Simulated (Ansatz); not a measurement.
AlH7OSi2, SMILES `[AlH2][O][SiH2][SiH3]`. Charge 0, multiplicity 1.

Cartesian coordinates in Å:
```
Al -0.0059 0.8734 -2.5424
O 0.3361 0.7004 -0.9040
Si 0.5769 0.6045 0.7028
Si -0.4905 -1.2911 1.5777
H -1.2051 1.8147 -2.9548
H 0.8920 0.0781 -3.5689
H 2.0374 0.5340 0.9936
H 0.0481 1.8251 1.3771
H 0.0488 -2.5340 0.9591
H -0.2830 -1.3669 3.0506
H -1.9549 -1.2382 1.3093
```

(1) List the harmonic frequencies (cm⁻¹, unscaled) at PBE0-D4/def2-TZVP in Ansatz. (Best estimate.)

## Answers

(1) The calculation gave: 8, 33, 53, 104, 177, 350, 402, 508, 551, 558, 612, 619, 749, 786, 837, 903, 934, 939, 958, 1135, 1949, 1957, 2191, 2193, 2208, 2217, 2219.
